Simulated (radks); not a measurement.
All-electron atom: Nb+ in [Kr] 4d3 7s1 (not the ground configuration). All-electron calculation, scalar-relativistic Kohn-Sham, PBE, spin-polarised, spherical densities, point nucleus; open shells are filled with parallel spins first (spin-orbit coupling, left out, can overturn this in heavy ions). Program: a radial shooting solver on a logarithmic mesh with Libxc functionals.

Normalised radial functions P(r) = r R(r), r in bohr:

```
   r/bohr * 4s up, o 4d up, + 7s up (the largest magnitude, 1.07, reaches the edge; | marks zero, & curves that meet)
 0.001438                             &*
 0.001997                             &*
 0.002772                             & *
 0.003848                             &  *
 0.005341                             &  *
 0.007415                             &   *
  0.01021                             o+   *
  0.01418                             o+   *
  0.01968                             o+   *
  0.02732                             o+   *
  0.03792                             & *
  0.05222                           * +o
  0.07249                       *    +| o
   0.1006                    *       +|  o
   0.1397                      *     +|    o
   0.1939                             + *     o
   0.2692                             |+       o  *
   0.3707                             | +    o      *
   0.5146                             + &
   0.7144            *         o    + |
   0.9918  *           o            + |
    1.377       *  o                  +
    1.911           o       *         |   +
    2.632                 o        *  |   +
    3.654                       o    +*
    5.072                       +   o *
    7.041                          +  &
    9.774                             &     +
    13.57                             &        +
    18.69                             &  +
    25.94                             &
    36.01                             &
```

4s up: eigenvalue -73.799 eV, 3 radial nodes at r = 0.0458, 0.185, 0.531 bohr, <r> = 1.16 bohr, 90 % of the charge inside 1.69 bohr. 4d up: eigenvalue -17.269 eV, 1 radial node at r = 0.552 bohr, <r> = 1.85 bohr, 90 % of the charge inside 2.91 bohr. 7s up: eigenvalue -2.919 eV, 6 radial nodes at r = 0.0457, 0.184, 0.513, 1.34, 3.41, 7.95 bohr, <r> = 11.9 bohr, 90 % of the charge inside 16.3 bohr.
